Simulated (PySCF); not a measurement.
C2H6ClNSi2, SMILES N[SiH2]C#C[SiH2]Cl. Atoms are numbered in the order given.

```xyz
12

Si     1.9181    -0.4066     0.9766
Cl     2.9099    -0.4178    -0.8516
C      0.1417    -0.0867     0.7053
C     -1.0523     0.1278     0.5277
Si    -2.8482     0.4570     0.1938
N     -3.2389     0.6884    -1.4741
H      2.5037     0.6671     1.8170
H      2.1022    -1.7342     1.6137
H     -3.2051     1.6936     0.9377
H     -3.6029    -0.7213     0.6956
H     -2.9194     1.5316    -1.9432
H     -3.1894    -0.1054    -2.1070
```

Coordinates come from a B3LYP-D3(BJ)/def2-SVP optimisation. The structure was generated by enumeration, and PubChem lists no compound with its InChIKey, so it may never have been made. Other conformers were not sampled.

Computed with PBE0/pcSseg-1 (PySCF).

GIAO shieldings, no solvent; atoms alike by connectivity are averaged. δ = σ(ref) − σ: ²⁹Si against TMS (σ = 352.7 ppm); ³⁵Cl against HCl (σ = 945.9 ppm); ¹³C against TMS (σ = 186.3 ppm); ¹⁵N against NH3 (σ = 267.4 ppm); ¹H against TMS (σ = 31.56 ppm), references at their B3LYP-D3(BJ)/def2-TZVP geometries, non-relativistic (without spin–orbit terms, shifts of atoms bonded to Cl or Br come out too high).

```
nucleus     atoms  count  δ (ppm)
-------  --------  -----  -------
²⁹Si          Si1      1    -41.1
²⁹Si          Si5      1    -62.0
³⁵Cl          Cl2      1    -32.0
¹³C            C4      1    127.6
¹³C            C3      1    112.0
¹⁵N            N6      1     13.8
¹H         H7, H8      2     5.39
¹H        H9, H10      2     4.91
¹H       H11, H12      2     0.80
```
